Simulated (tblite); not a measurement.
Na8F8 at step 18 of a GFN2-xTB optimisation (tblite, gas phase), coordinates in Å:

```
  1 Na   -1.026   -1.028   -2.843
  2 F    -1.193   -1.187   -0.912
  3 Na   -1.180   -1.187    0.974
  4 F    -1.061   -1.056    2.832
  5 F    -1.058    1.056   -2.832
  6 Na   -1.187    1.178   -0.974
  7 F    -1.184    1.192    0.913
  8 Na   -1.028    1.026    2.840
  9 F     1.059   -1.057   -2.832
 10 Na    1.183   -1.183   -0.975
 11 F     1.186   -1.190    0.915
 12 Na    1.029   -1.025    2.838
 13 Na    1.030    1.029   -2.837
 14 F     1.196    1.186   -0.916
 15 Na    1.176    1.186    0.979
 16 F     1.058    1.058    2.831
```

The bonding changed from the starting structure during the optimisation; the coordinates given are those used.

Question: What are the forces on the atoms (eV/Å)?

Answer: 
```
  1 Na    0.09    0.09    0.03
  2 F    -0.19   -0.18   -0.10
  3 Na   -0.05   -0.05   -0.36
  4 F     0.13    0.13    0.18
  5 F     0.13   -0.13   -0.18
  6 Na   -0.05    0.04    0.36
  7 F    -0.18    0.19    0.09
  8 Na    0.07   -0.09   -0.01
  9 F    -0.13    0.12   -0.19
 10 Na    0.06   -0.04    0.38
 11 F     0.18   -0.20    0.07
 12 Na   -0.08    0.08    0.00
 13 Na   -0.09   -0.09    0.01
 14 F     0.19    0.19   -0.05
 15 Na    0.06    0.06   -0.44
 16 F    -0.13   -0.13    0.21
```
